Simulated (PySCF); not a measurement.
Computed IR spectrum (relative IR intensity) of a molecule C5H10O. Coordinates come from a B3LYP-D3(BJ)/def2-SVP optimisation. Other conformers were not sampled. The numbers are results of B3LYP-D3(BJ)/def2-SVP run with PySCF, not measurements. Harmonic, unscaled wavenumbers; measured fundamentals usually lie a few per cent lower.

ν (cm⁻¹): 433 (vw), 845 (m), 985 (w), 1038 (w), 1151 (w), 1168 (s), 1242 (vs), 1329 (w), 1355 (vw), 1370 (m), 1397 (w), 1404 (m), 1466 (vw), 1727 (vs), 2984 (m), 3033 (w), 3040 (w), 3111 (w), 3121 (w), 3128 (m), 3134 (w) (against the strongest line: vs over 80 %, s over 45 %, m over 15 %, w over 4 %, vw less)

Question: Pick the molecule that these values belong to.
A) C=COC(C)C
B) CC/C=C/OC
C) C/C=C/CCO
D) OCCC1CC1

Answer: A, C=COC(C)C
